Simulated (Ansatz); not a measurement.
Au(Me)(CNMe) (C₃H₆AuN), SMILES C[N+]#[C-]->[Au][CH3], multiplicity 1. Atoms are numbered in the order given.

```xyz
11

Au     0.5555     0.4038    -0.1693
C      1.9370     0.8060    -1.6324
H      2.8037     0.1274    -1.5630
H      2.3159     1.8388    -1.5535
H      1.5014     0.6875    -2.6387
C     -2.5145    -0.4913     3.0816
N     -1.5681    -0.2152     2.0794
C     -0.7831     0.0138     1.2483
H     -2.6392     0.3866     3.7318
H     -2.1782    -1.3429     3.6905
H     -3.4835    -0.7387     2.6245
```

Coordinates come from a PBE0-D3(BJ)/def2-SVP optimisation. The multiplicity is an assumed one; no other spin state was optimised. The isomer is the one that the SMILES or the coordinates give; other isomers of the formula were not compared. The def2 effective core potentials stand for the cores of Au; spin–orbit coupling is left out.

Two levels are set side by side: PBE-D3(BJ)/def2-SVP (Ansatz, a program for electronic structure) and PBE0-D3(BJ)/def2-SVP (Ansatz). Each level has its own optimised geometry; the coordinates shown are those of the second. Differences are taken from unrounded values.

| quantity | PBE0-D3(BJ) | PBE-D3(BJ) | PBE-D3(BJ) minus PBE0-D3(BJ) |
|---|---|---|---|
| mean bond length (Å) | 1.322 | 1.329 | 0.007 |
| bond Au1–C2 (Å) | 2.052 | 2.060 | 0.008 |
| bond Au1–C8 (Å) | 1.988 | 1.983 | -0.006 |
| bond C6–N7 (Å) | 1.406 | 1.410 | 0.004 |
| bond N7–C8 (Å) | 1.166 | 1.181 | 0.015 |
| bond C2–H3 (Å) | 1.103 | 1.111 | 0.008 |
| bond C2–H4 (Å) | 1.103 | 1.111 | 0.008 |
| bond C2–H5 (Å) | 1.103 | 1.111 | 0.008 |
| bond C6–H9 (Å) | 1.100 | 1.109 | 0.009 |
| bond C6–H10 (Å) | 1.100 | 1.109 | 0.009 |
| bond C6–H11 (Å) | 1.100 | 1.109 | 0.009 |

Exact exchange shortens and stiffens bonds; PBE has none. Differences between two approximate levels are no errors against the true value.
